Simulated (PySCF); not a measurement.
Electronic structure of Tl²⁺ (thallium, charge +2) at the r2SCAN0 level

Configuration: [Xe] 4f14 5d9 6s2, 2D determinant (an excited configuration). Computed with PySCF 2.14 in aug-cc-pVTZ-PP with ECP60MDF (6s5p4d2f, 55 functions), with a scalar-relativistic core potential.

```
Total energy                                                  : -171.2345 hartree
One-electron energy                                           : -285.5196 hartree
Hartree (Coulomb) energy                                      : 128.5018 hartree
Exchange-correlation energy                                   : -14.2167 hartree
⟨S²⟩                                                          : 0.7505
⟨L²⟩                                                          : 6.004
Sum of ⟨r⟩                                                    : 24.65 bohr
Sum of ⟨r²⟩                                                   : 38.64 bohr²
Traceless quadrupole moment −½Σ⟨3z² − r²⟩ along its main axis : -0.518 e·bohr²
```

```csv
shell,electrons,mean orbital energy (eV),spread (eV),"rms radius, mean of both spins (bohr)"
5s α,1,-162.13,0,0.944
5s β,1,-160.92,0,0.944
5p α,3,-105.93,1.871,1.08
5p β,3,-104.44,0.241,1.08
5d α,5,-39.457,2.200,1.44
5d β,4,-38.415,1.478,1.44
6s α,1,-28.039,0,2.36
6s β,1,-27.632,0,2.36
```

Energies and moments cover only the electrons outside the core potential. Spin-orbit coupling, absent here, splits the open shell strongly.
